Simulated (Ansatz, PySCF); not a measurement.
Noncovalent pair: GeH4O (SMILES [OH][GeH3]) (first 6 atoms) with NH3 (SMILES N); geometry from B3LYP-D3(BJ)/def2-TZVP.
(charge 0, multiplicity 1):
```xyz
10

O     -0.362     0.714     0.575
Ge     0.515    -0.707    -0.035
H     -0.461     0.691     1.550
H      1.937    -0.777     0.568
H      0.584    -0.526    -1.558
H     -0.237    -2.011     0.320
N     -0.668     0.664     3.448
H     -1.645     0.833     3.659
H     -0.398    -0.195     3.915
H     -0.129     1.419     3.857
```

Basis-set superposition error: the interaction energy with monomers in their own basis, and in the dimer's basis (counterpoise).

Run with Ansatz (Gaussian basis) for Hartree–Fock, density functionals and correlated methods; PySCF for 6-31G* rows, M06-2X. Each number belongs to the level named beside it.

```
level               uncorrected (kcal/mol)  counterpoise (kcal/mol)  difference
------------------  ----------------------  -----------------------  ----------
revPBE/def2-TZVPPD                   -5.96                    -5.76        0.20
B97M-V/def2-TZVPPD                   -7.79                    -7.65        0.15
B3LYP/6-31G*                        -10.57                    -8.53        2.04
B3LYP/def2-TZVPPD                    -6.84                    -6.66        0.18
PBE0/def2-TZVPPD                     -7.72                    -7.56        0.16
BHLYP/def2-TZVPPD                    -7.06                    -6.92        0.14
M06-2X/def2-TZVPPD                   -7.62                    -7.44        0.18
B2PLYP/def2-TZVPPD                   -7.28                    -6.97        0.32
MP2/6-31G*                          -10.68                    -7.81        2.87
CCSD/aug-cc-pVDZ                     -7.57                    -6.19        1.37
```

The error is largest for MP2/6-31G* (2.87 kcal/mol) and smallest for BHLYP/def2-TZVPPD (0.14 kcal/mol).

Ansatz is an electronic-structure program.
